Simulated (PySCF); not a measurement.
FHSi, charge +1, multiplicity 2. Atoms are numbered in the order given.

```xyz
3

Si     0.1262     0.5433     0.0000
H     -1.1724     1.3219     0.0000
F     -0.0661    -0.9920     0.0000
```
Charge +1, spin multiplicity 2.

Geometry: TPSSh-D3(BJ)/def2-TZVPD. The spin state was assumed, not searched. The isomer is the one that the SMILES or the coordinates give; other isomers of the formula were not compared.

Level of theory: SMD-M06-2X/def2-SVP (PySCF).

Solvation free energies are E(SMD) − E(gas) at the gas-phase geometry, for 1 M in both phases.

```json
[
 {"solvent": "water", "ΔG(solv) (kcal/mol)": "-67.7", "its non-electrostatic (CDS) part": "1.3"},
 {"solvent": "chlorobenzene", "ΔG(solv) (kcal/mol)": "-57.8", "its non-electrostatic (CDS) part": "-0.4"},
 {"solvent": "toluene", "ΔG(solv) (kcal/mol)": "?", "its non-electrostatic (CDS) part": "?"}
]
```

Problem. Fill in the missing entries. (Estimate from the structure and the level; the computed values follow.)

Solution. 
- toluene, ΔG(solv) (kcal/mol): -40.7
- toluene, its non-electrostatic (CDS) part: -0.6
